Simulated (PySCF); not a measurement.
C2H4Cl3F3Si2, SMILES F[Si](F)(F)CC[Si](Cl)(Cl)Cl at its PBE0/def2-SVP optimised geometry (Å):

```
14

Si    -2.2112    -0.2883     0.0000
F     -2.7926    -1.0120    -1.3085
F     -2.7957     1.2060     0.0000
F     -2.8140    -1.0428     1.2784
C     -0.3692    -0.2883     0.0000
C      0.2236     0.4233    -1.2230
Si     2.0861     0.4464    -1.2486
Cl     2.7640     1.4194    -2.9191
Cl     2.8140    -1.4739    -1.2506
Cl     2.7994     1.4056     0.4214
H     -0.0278     0.1876     0.9355
H     -0.0277    -1.3366     0.0488
H     -0.1110     1.4739    -1.2763
H     -0.1053    -0.0538    -2.1625
```

Method: PySCF 2.14.0 with PBE0/def2-TZVP. Cells within 0.4 Å of a nucleus heavier than hydrogen are left out (blank, or x).

Map of the log10 of the electron density (e/bohr³), floored at −4 on the plane z = 1.0 Å:

```
|0000000000000000000000000000000|
|0000000000000000000000000000000|
|0000000000000000000000000000000|
|0000000000000000000000000000000|
|0000000000000000000000111000000|
|0000000000000000000012222211000|
|0000000000000000000123344332100|
|0000011111000000001234555543210|
|0001223332100000012345666654320|
|0002344443210000123456787765321|
|0012455554321122223467888875421|
|0013456654333333333467888875431|
|0013456655434455443467888765421|
|0013455655445667654456777765321|
|0013445555556678754445666554310|
|0023456666556788764334455443210|
|0124577876666677654333333322100|
|0134689987655666653222222211000|
|013578xx97655555543211222110000|
|0134689987544455443211121110000|
|0124578876433444432111111110000|
|0013456654322333321101111100000|
|0002334443211222211000111000000|
|0000122221100011100000000000000|
|0000000100000000000000000000000|
|0000000000000000000000000000000|
|0000000000000000000000000000000|
|0000000000000000000000000000000|
|0000000000000000000000000000000|
|0000000000000000000000000000000|
|0000000000000000000000000000000|
```
Scale: ten equal steps from -4.00 (start of '0') to -0.112 (end of '9'), in the order '0123456789'; x runs from -5.00 to 5.00, y from -5.00 (bottom) to 5.00 (top).
